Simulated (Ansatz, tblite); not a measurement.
Isomers of B3As3 (singlet), found by a short tight-binding search and relaxed with r2SCAN-D4/def2-SVP in Ansatz.

The xTB rows come from tblite. Correlated methods freeze 30 core orbitals; core or outer-core shells of As are correlated, in sets that lack core-valence functions.

Run but left out: HF/def2-SVP (A: restricted singlet, unstable towards broken spin symmetry); B2PLYP/def2-TZVP (A: restricted singlet, unstable in another Hartree–Fock run and untested here).

A: The restricted singlet is unstable towards broken spin symmetry in Hartree–Fock (as tested in another run); at PBE-D4/def2-TZVP, r2SCAN-D4/def2-TZVP, B97M-V/def2-TZVP, PBE0-D4/def2-TZVP this wasn't settled. At CCSD(T)/def2-SVP the restricted singlet (for correlated methods, its reference) is unstable: a solution with broken spin symmetry lies lower. B: At CCSD(T)/def2-SVP the restricted singlet (for correlated methods, its reference) is unstable: a solution with broken spin symmetry lies lower.

Other spin states were run for one of them alone.

A:

```tsv
atom	x (Å)	y (Å)	z (Å)
B1	-0.8464	-0.3863	-0.2629
B2	0.7600	0.2556	0.1467
B3	0.4098	-1.3767	-0.2784
As4	2.1578	-1.1167	0.3994
As5	-2.2304	0.7673	0.4044
As6	-0.2508	1.8567	-0.4091
```

B:

```xyz
6

B    -0.432    0.310   -0.671
B     0.292    1.000    0.768
B    -0.821   -0.054    0.999
As    1.316    1.175   -0.975
As   -1.398   -1.393   -0.412
As    1.043   -1.038    0.291
```

Estimate which lies lowest at each level, and how far above it the others are (kJ/mol).


| level | A | B |
| --- | --- | --- |
| GFN1-xTB | 0.0 | 26.2 |
| GFN2-xTB | 0.0 | 48.3 |
| PBE-D4/def2-TZVP | 7.5 | 0.0 |
| r2SCAN-D4/def2-TZVP | 4.1 | 0.0 |
| B97M-V/def2-TZVP | 14.7 | 0.0 |
| PBE0-D4/def2-TZVP | 20.7 | 0.0 |
| MP2/def2-SVP | 20.1 | 0.0 |
| CCSD/def2-SVP | 0.0 | 8.3 |
| CCSD(T)/def2-SVP | 0.0 | 9.4 |
Point groups (tolerance 0.1 Å): A not assigned, B Cs. Lower isomers may exist.
